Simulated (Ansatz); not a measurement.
Isolated molecules relaxed with PBE0-D4/def2-TZVP in Ansatz; ΔE leaves out vibrations. CCSD(T)/CBS adds triple-zeta CCSD(T) − MP2 to the extrapolated MP2 energy (def2 sets, frozen cores). This one scheme is used for every species. DFT in def2-TZVPP. One conformer a species, not always the lowest.

Consider the cleavage of the Si–Si bond: `O[SiH2][SiH2][SiH2]Cl` + H–F → `F[SiH2][SiH2]Cl` + silanol.

| level | ΔE (kJ/mol) |
| --- | --- |
| PBE0 | -104.4 |
| CCSD(T)/def2-TZVPP | -116.0 |

Question: What does CCSD(T)/CBS give? (Estimate.)

Answer: Ansatz gave: -115.2 kJ/mol. The listed levels differ from it by 10.8, -0.8 kJ/mol.

Largest T1 diagnostic among the species: 0.012.

The D4 term adds +10.5 kJ/mol with B3LYP and +6.1 kJ/mol with PBE0; it sums over pairs of atoms, weighted by their polarisabilities, and B3LYP, whose exchange is more repulsive, gets the larger term. In def2-TZVPP, CCSD(T) changes the Hartree–Fock value by +38.8 kJ/mol (the triples alone add +5.6 kJ/mol) and MP2 by +34.2 kJ/mol.

B3LYP here is the variant with VWN-RPA as its local correlation; programs differ in this.
